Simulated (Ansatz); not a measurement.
Ansatz (an electronic-structure program) job for C4H9FSi, SMILES FC1([SiH3])CCC1, PBE0-D3(BJ)/def2-SVP. 

Ansatz 0.2 input:
```yaml
crystal:
  periodic: [false, false, false]
  atoms:
    - {symbol: F, position_ang: [1.73259153, 0.24873143, -0.00000000]}
    - {symbol: C, position_ang: [0.35900818, -0.00431273, -0.00000000]}
    - {symbol: Si, position_ang: [-0.55181874, 1.67943194, 0.00000000]}
    - {symbol: C, position_ang: [-0.05789480, -1.01449830, 1.07903167]}
    - {symbol: C, position_ang: [-0.80234875, -1.81281882, 0.00000000]}
    - {symbol: C, position_ang: [-0.05789481, -1.01449829, -1.07903167]}
    - {symbol: H, position_ang: [-1.98683610, 1.38849915, -0.00000000]}
    - {symbol: H, position_ang: [-0.16014246, 2.39537717, -1.21137854]}
    - {symbol: H, position_ang: [-0.16014247, 2.39537717, 1.21137854]}
    - {symbol: H, position_ang: [-0.65110559, -0.62773465, 1.90552259]}
    - {symbol: H, position_ang: [0.80422511, -1.54756183, 1.47625083]}
    - {symbol: H, position_ang: [-0.64017492, -2.88828445, -0.00000000]}
    - {symbol: H, position_ang: [-1.87202344, -1.61423727, -0.00000000]}
    - {symbol: H, position_ang: [0.80422512, -1.54756183, -1.47625085]}
    - {symbol: H, position_ang: [-0.65110559, -0.62773465, -1.90552258]}
basis:
  gaussian:
    orbitals: def2-SVP
hamiltonian:
  xc: pbe0
  dispersion: d3bj
relax: {f_tol: 0.002, max_steps: 200}
```

Log of the run:

```
WARN ansatz: RAYON_NUM_THREADS=1 ignored (pool sized by the plan → 1); use --threads N
Functional definition: PBE0
integrals: 0.12 GiB planned
1473 factors; integrals over basis functions are off by at most 6.2e-4 eV
mean field: 0.67 GiB planned
mean field evaluation 1: about -14863.7880 eV, gradient 4.8e1 eV
mean field evaluation 2: about -14861.6174 eV, gradient 5.7e1 eV
mean field evaluation 4: about -14869.4730 eV, gradient 2.9e0 eV
mean field evaluation 8: about -14869.5165 eV, gradient 8.6e-2 eV
mean field evaluation 16: about -14869.5165 eV, gradient 2.7e-5 eV
mean field -14869.51648745 eV, -546.4446519935 hartree, gradient 2.7e-5 eV, S^2 0.000000; 0 other end points of the search recorded, 0 dependent functions left out
the calculation of the forces begins
reference -14869.51651551 eV, -546.4446530248 hartree; 28, 28 occupied and 105, 105 virtual orbitals, 1473 factors
relax step   1: F+E_penalty+E_count = -14869.82273820 eV  Δ(F+E_penalty+E_count) = +0.000e0 eV  max|allowed force component| = 9.206e-1 eV/Å  Δτ_max = 0.0000 Å  (28 SCF iters, accepted)
these checks for a lower state are left out or cut short: starts, cluster_reference, orbital_swaps, neighbouring_geometries, increment
integrals: 0.12 GiB planned
1473 factors; integrals over basis functions are off by at most 7.0e-4 eV
mean field: 0.67 GiB planned
mean field -14869.58732784 eV, -546.4472553299 hartree, gradient 1.4e-5 eV, S^2 0.000000; 0 other end points of the search recorded, 0 dependent functions left out
the calculation of the forces begins
reference -14869.58735609 eV, -546.4472563681 hartree; 28, 28 occupied and 105, 105 virtual orbitals, 1473 factors
relax step   2: F+E_penalty+E_count = -14869.89235879 eV  Δ(F+E_penalty+E_count) = -6.962e-2 eV  max|allowed force component| = 2.063e-1 eV/Å  Δτ_max = 0.0334 Å  (29 SCF iters, accepted)
these checks for a lower state are left out or cut short: starts, cluster_reference, orbital_swaps, neighbouring_geometries, increment
integrals: 0.12 GiB planned
1473 factors; integrals over basis functions are off by at most 7.2e-4 eV
mean field: 0.67 GiB planned
mean field evaluation 32: about -14869.5975 eV, gradient 1.4e-5 eV
mean field -14869.59747214 eV, -546.4476281260 hartree, gradient 1.4e-5 eV, S^2 0.000000; 0 other end points of the search recorded, 0 dependent functions left out
the calculation of the forces begins
reference -14869.59750037 eV, -546.4476291633 hartree; 28, 28 occupied and 105, 105 virtual orbitals, 1473 factors
relax step   3: F+E_penalty+E_count = -14869.90238922 eV  Δ(F+E_penalty+E_count) = -1.003e-2 eV  max|allowed force component| = 1.043e-1 eV/Å  Δτ_max = 0.0385 Å  (29 SCF iters, accepted)
these checks for a lower state are left out or cut short: starts, cluster_reference, orbital_swaps, neighbouring_geometries, increment
integrals: 0.12 GiB planned
1473 factors; integrals over basis functions are off by at most 7.3e-4 eV
mean field: 0.66 GiB planned
mean field -14869.60223853 eV, -546.4478032876 hartree, gradient 1.2e-5 eV, S^2 0.000000; 0 other end points of the search recorded, 0 dependent functions left out
the calculation of the forces begins
reference -14869.60226672 eV, -546.4478043235 hartree; 28, 28 occupied and 105, 105 virtual orbitals, 1473 factors
relax step   4: F+E_penalty+E_count = -14869.90763751 eV  Δ(F+E_penalty+E_count) = -5.248e-3 eV  max|allowed force component| = 9.558e-2 eV/Å  Δτ_max = 0.0513 Å  (28 SCF iters, accepted)
these checks for a lower state are left out or cut short: starts, cluster_reference, orbital_swaps, neighbouring_geometries, increment
integrals: 0.12 GiB planned
1473 factors; integrals over basis functions are off by at most 7.2e-4 eV
mean field: 0.66 GiB planned
mean field -14869.60589001 eV, -546.4479374772 hartree, gradient 1.3e-5 eV, S^2 0.000000; 0 other end points of the search recorded, 0 dependent functions left out
the calculation of the forces begins
reference -14869.60591828 eV, -546.4479385160 hartree; 28, 28 occupied and 105, 105 virtual orbitals, 1473 factors
relax step   5: F+E_penalty+E_count = -14869.91223044 eV  Δ(F+E_penalty+E_count) = -4.593e-3 eV  max|allowed force component| = 1.394e-1 eV/Å  Δτ_max = 0.1019 Å  (28 SCF iters, accepted)
these checks for a lower state are left out or cut short: starts, cluster_reference, orbital_swaps, neighbouring_geometries, increment
integrals: 0.12 GiB planned
1473 factors; integrals over basis functions are off by at most 7.1e-4 eV
mean field: 0.66 GiB planned
mean field -14869.57427634 eV, -546.4467756962 hartree, gradient 1.2e-5 eV, S^2 0.000000; 0 other end points of the search recorded, 0 dependent functions left out
the calculation of the forces begins
reference -14869.57430458 eV, -546.4467767338 hartree; 28, 28 occupied and 105, 105 virtual orbitals, 1473 factors
relax step   6: F+E_penalty+E_count = -14869.88137114 eV  Δ(F+E_penalty+E_count) = +3.086e-2 eV  max|allowed force component| = 5.876e-1 eV/Å  Δτ_max = 0.0492 Å  (28 SCF iters, rejected (line search))
these checks for a lower state are left out or cut short: starts, cluster_reference, orbital_swaps, neighbouring_geometries, increment
integrals: 0.12 GiB planned
1473 factors; integrals over basis functions are off by at most 7.0e-4 eV
mean field: 0.66 GiB planned
mean field evaluation 64: about -14869.6073 eV, gradient 1.3e-5 eV
mean field -14869.60731110 eV, -546.4479897012 hartree, gradient 1.3e-5 eV, S^2 0.000000; 0 other end points of the search recorded, 0 dependent functions left out
the calculation of the forces begins
reference -14869.60733937 eV, -546.4479907402 hartree; 28, 28 occupied and 105, 105 virtual orbitals, 1473 factors
relax step   7: F+E_penalty+E_count = -14869.91422137 eV  Δ(F+E_penalty+E_count) = -1.991e-3 eV  max|allowed force component| = 1.067e-1 eV/Å  Δτ_max = 0.0246 Å  (29 SCF iters, accepted)
these checks for a lower state are left out or cut short: starts, cluster_reference, orbital_swaps, neighbouring_geometries, increment
integrals: 0.12 GiB planned
1473 factors; integrals over basis functions are off by at most 7.0e-4 eV
mean field: 0.66 GiB planned
mean field -14869.60764533 eV, -546.4480019837 hartree, gradient 1.5e-5 eV, S^2 0.000000; 0 other end points of the search recorded, 0 dependent functions left out
the calculation of the forces begins
reference -14869.60767359 eV, -546.4480030223 hartree; 28, 28 occupied and 105, 105 virtual orbitals, 1473 factors
relax step   8: F+E_penalty+E_count = -14869.91465900 eV  Δ(F+E_penalty+E_count) = -4.376e-4 eV  max|allowed force component| = 1.197e-2 eV/Å  Δτ_max = 0.0072 Å  (24 SCF iters, accepted)
these checks for a lower state are left out or cut short: starts, cluster_reference, orbital_swaps, neighbouring_geometries, increment
integrals: 0.12 GiB planned
1473 factors; integrals over basis functions are off by at most 7.0e-4 eV
mean field: 0.66 GiB planned
mean field -14869.60762981 eV, -546.4480014136 hartree, gradient 3.9e-5 eV, S^2 0.000000; 0 other end points of the search recorded, 0 dependent functions left out
the calculation of the forces begins
reference -14869.60765807 eV, -546.4480024521 hartree; 28, 28 occupied and 105, 105 virtual orbitals, 1473 factors
relax step   9: F+E_penalty+E_count = -14869.91466009 eV  Δ(F+E_penalty+E_count) = -1.095e-6 eV  max|allowed force component| = 1.315e-2 eV/Å  Δτ_max = 0.0010 Å  (20 SCF iters, accepted)
these checks for a lower state are left out or cut short: starts, cluster_reference, orbital_swaps, neighbouring_geometries, increment
integrals: 0.12 GiB planned
1473 factors; integrals over basis functions are off by at most 7.0e-4 eV
mean field: 0.66 GiB planned
mean field -14869.60762184 eV, -546.4480011206 hartree, gradient 4.2e-5 eV, S^2 0.000000; 0 other end points of the search recorded, 0 dependent functions left out
the calculation of the forces begins
reference -14869.60765010 eV, -546.4480021592 hartree; 28, 28 occupied and 105, 105 virtual orbitals, 1473 factors
relax step  10: F+E_penalty+E_count = -14869.91467102 eV  Δ(F+E_penalty+E_count) = -1.092e-5 eV  max|allowed force component| = 4.026e-3 eV/Å  Δτ_max = 0.0013 Å  (20 SCF iters, accepted)
these checks for a lower state are left out or cut short: starts, cluster_reference, orbital_swaps, neighbouring_geometries, increment
integrals: 0.12 GiB planned
1473 factors; integrals over basis functions are off by at most 7.0e-4 eV
mean field: 0.66 GiB planned
mean field -14869.60762056 eV, -546.4480010737 hartree, gradient 1.7e-5 eV, S^2 0.000000; 0 other end points of the search recorded, 0 dependent functions left out
the calculation of the forces begins
reference -14869.60764882 eV, -546.4480021122 hartree; 28, 28 occupied and 105, 105 virtual orbitals, 1473 factors
relax step  11: F+E_penalty+E_count = -14869.91467207 eV  Δ(F+E_penalty+E_count) = -1.055e-6 eV  max|allowed force component| = 1.147e-3 eV/Å  Δτ_max = 0.0003 Å  (19 SCF iters, accepted)
integrals: 0.12 GiB planned
1473 factors; integrals over basis functions are off by at most 7.0e-4 eV
mean field: 0.66 GiB planned
mean field evaluation 96: about -14869.6072 eV, gradient 4.3e-1 eV
mean field -14869.60762056 eV, -546.4480010737 hartree, gradient 1.7e-5 eV, S^2 0.000000; 1 other end points of the search recorded, 0 dependent functions left out
the calculation of the forces begins
reference -14869.60764882 eV, -546.4480021122 hartree; 28, 28 occupied and 105, 105 virtual orbitals, 1473 factors
Total energy: -14869.91470033 eV, -546.4592860470 hartree
Atom 0 at     1.741315     0.324940    -0.000000 Å, force    -0.000512    -0.000301    -0.000000 eV/Å
Atom 1 at     0.396820    -0.014421     0.000000 Å, force     0.001147    -0.000047    -0.000000 eV/Å
Atom 2 at    -0.584553     1.621012    -0.000000 Å, force    -0.000254    -0.000077    -0.000000 eV/Å
Atom 3 at    -0.015366    -1.032505     1.073870 Å, force    -0.000300    -0.000098    -0.000078 eV/Å
Atom 4 at    -0.857299    -1.747051     0.000000 Å, force     0.000141     0.000539    -0.000000 eV/Å
Atom 5 at    -0.015366    -1.032505    -1.073870 Å, force    -0.000300    -0.000098     0.000078 eV/Å
Atom 6 at    -2.050555     1.322359    -0.000000 Å, force     0.000139    -0.000061    -0.000000 eV/Å
Atom 7 at    -0.241530     2.406808    -1.221618 Å, force    -0.000029     0.000076    -0.000042 eV/Å
Atom 8 at    -0.241530     2.406808     1.221618 Å, force    -0.000029     0.000076     0.000042 eV/Å
Atom 9 at    -0.505726    -0.674583     1.992530 Å, force    -0.000036     0.000013     0.000086 eV/Å
Atom 10 at     0.871564    -1.623517     1.351628 Å, force     0.000093     0.000062    -0.000136 eV/Å
Atom 11 at    -0.852123    -2.845794    -0.000000 Å, force     0.000106     0.000052    -0.000000 eV/Å
Atom 12 at    -1.902928    -1.405278    -0.000000 Å, force    -0.000224    -0.000211    -0.000000 eV/Å
Atom 13 at     0.871564    -1.623517    -1.351628 Å, force     0.000093     0.000062     0.000136 eV/Å
Atom 14 at    -0.505726    -0.674583    -1.992530 Å, force    -0.000036     0.000013    -0.000086 eV/Å
Dipole moment:    -0.263120    -0.212741     0.000000 e Å
```

Self-consistency was reached.

Cost: very roughly 80 core-seconds.
